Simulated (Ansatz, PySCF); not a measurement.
GeH2, neutral, multiplicity 1. Atoms are numbered in the order given.

```xyz
3

Ge     0.0000     0.0000     0.0659
H      0.0000    -1.1340    -1.0542
H      0.0000     1.1340    -1.0542
```
Charge 0, spin multiplicity 1.

Geometry: PBE0-D3(BJ)/def2-TZVPD. The isomer is the one that the SMILES or the coordinates give; other isomers of the formula were not compared.

Vertical ionisation energy (IE) and electron affinity (EA) in eV. Rows of orbital energies are one-electron estimates. Where ΔSCF, EOM or ADC give a negative EA the extra electron is unbound and the value depends on the basis.

```tsv
level	IE	EA
−ε(HOMO), −ε(LUMO), M06-2X/def2-TZVPD (PySCF)	7.85	2.14
−ε(HOMO), −ε(LUMO), B3LYP/def2-TZVPD (PySCF)	6.77	3.32
−ε(HOMO), −ε(LUMO), PBE/def2-TZVPD (PySCF)	5.89	3.95
ADC(3)/aug-cc-pVDZ (PySCF)	9.24	1.06
ΔSCF, ωB97X-V/def2-TZVPD (Ansatz), final states of multiplicity 2 and 2	9.46	0.83
ΔSCF, PBE/def2-TZVPD (Ansatz), final states of multiplicity 2 and 2	9.40	0.94
```

What vertical singlet–triplet gap does ΔSCF give with ωB97X-V/def2-TZVPD (Ansatz, an electronic-structure program) and with PBE/def2-TZVPD (Ansatz)? (An estimate is asked for; the answer gives what the named calculation found.)

1.61 and 1.42 eV (triplet above singlet where positive).

Beyond the first one, list the lowest photoelectron lines from PySCF with ADC(3)/aug-cc-pVDZ with their pole strengths (two spins summed). (The exact figures need the calculation; the answer reports its results.)

11.41 eV (1.78), 16.05 eV (0.99), 17.80 eV (0.17).
